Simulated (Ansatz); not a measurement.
Cartesian coordinates in Å:
```
C 1.525 -3.161 0.518
N 0.960 -2.056 0.439
Al 0.142 -0.521 0.467
O 0.071 0.441 -1.085
B -0.581 1.230 -0.251
C -1.292 2.604 -0.300
H 2.590 -3.264 0.778
H 0.999 -4.109 0.326
H -2.336 2.504 0.009
H -1.255 3.035 -1.305
H -0.822 3.298 0.403
```

Total charge 0; spin multiplicity 1.

Task: List the PBE/def2-TZVPP orbital energies in eV (Ansatz). (An estimate is asked.)

Result: Computed: Occupied: -1506.44, -510.25, -380.25, -270.50, -268.59, -177.89, -106.71, -68.75, -68.68, -68.56, -24.73, -22.19, -17.47, -15.01, -11.77, -11.35, -11.08, -10.47, -10.15, -9.72, -8.96, -8.76, -8.65, -5.48, -4.85. Lowest empty: -2.35, -1.53, -1.36, -0.09, 0.41, 0.91, 1.07, 2.24.
